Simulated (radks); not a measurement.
Results of a calculation; reference values are marked as such.
All-electron atom: the aluminium ion Al3+ in [Ne].

Code: a radial shooting solver on a logarithmic mesh with Libxc functionals. Model: non-relativistic Kohn-Sham, OLYP, spin-unpolarised, spherical densities, point nucleus.

Energy parts (hartree):
| part | energy |
|---|---|
| total | -240.41563 |
| kinetic | 240.07159 |
| electron-nucleus | -561.32817 |
| Hartree | 98.68900 |
| exchange-correlation | -17.84804 |

Orbitals (lengths in bohr, moments of r in powers of bohr; r(max) is where P^2 peaks):
orbital  occ.  eigenvalue (hartree)   r(max)
1s          2             -56.71540  0.07871
2s          2              -5.24818   0.4973
2p          6              -3.84315   0.4285

The highest occupied level is 2p at -104.58 eV. Virial ratio -V/T = 2.00143.
